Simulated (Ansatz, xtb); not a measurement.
Relative energy of two isomers of FH2NOZn

We compare a, `O[NH][Zn][F]`, a singlet, with b, `N[O][Zn][F]`, a singlet. Both are isolated molecules in the gas phase, relaxed with B3LYP/6-31G*; the shapes shown needn't be the lowest conformers.

a (Å):

```xyz
6

F    -1.3130    0.5881   -2.9286
N     0.0016   -0.5620    0.1292
O     1.4267   -0.2530   -0.0557
Zn   -0.7265    0.1413   -1.3801
H    -0.2333   -0.1122    1.0144
H     1.8343   -1.1317    0.0186
```

b (Å):

```xyz
6

F     1.6808   -0.7451   -0.6221
N    -0.8020    1.2918   -3.7229
O     0.3346    0.4176   -3.6027
Zn    0.9627   -0.1320   -2.0512
H    -1.5836    0.8369   -3.2461
H    -0.5897    2.1371   -3.1883
```

Energies in hartree; the thermal terms are from B3LYP/6-31G* harmonic frequencies (ideal gas, rigid rotor, one conformer each, 298.15 K, 1 atm) and include the zero-point energy:

|  | a | b |
| --- | --- | --- |
| E, CCSD(T)/def2-TZVP | −2009.112220 | −2009.110282 |
| zero-point energy | 0.031292 | 0.031823 |
| H(298 K) − E | 0.037832 | 0.038470 |
| G(298 K) − E | 0.001402 | 0.001905 |

Problem. Work out ΔE, ΔE₀, ΔH and ΔG for a → b in kcal/mol (1 Eh = 627.51 kcal/mol) and the equilibrium ratio [b]/[a].

Solution. 1. ΔE = −2009.110282 − (−2009.112220) = +0.001938 Eh = +1.22 kcal/mol.
2. ΔE₀ = ΔE + ΔZPE = +0.001938 + (+0.000531) Eh = +1.55 kcal/mol.
3. ΔH = ΔE + (+0.000638) Eh = +1.62 kcal/mol.
4. ΔG = ΔE + (+0.000503) Eh = +1.53 kcal/mol, so ΔS = (ΔH − ΔG)/T = +1.2 J/(mol K).
5. kT = 0.9442 mEh, so K = [b]/[a] = exp(−ΔG/kT) = exp(−2.59) ≈ 0.075.

Structure a is favoured at this temperature. An error of 1 kcal/mol in ΔG would change K by a factor of 5.4. B3LYP/6-31G*, HF/def2-TZVP gave ΔE the other sign. Mirror images and further conformers aren't counted.

As drawn, b has 1 O–Zn, 1 N–H in place of 1 N–Zn, 1 O–H.

Other levels gave ΔE = −1.0 (B3LYP/6-31G*); −1.2 (HF/def2-TZVP); +1.4 (MP2/def2-TZVP) kcal/mol. The correlated steps freeze 8 core orbitals; the last core shell of Zn is correlated, in a basis made for valence electrons. Programs: Ansatz 0.2.0.
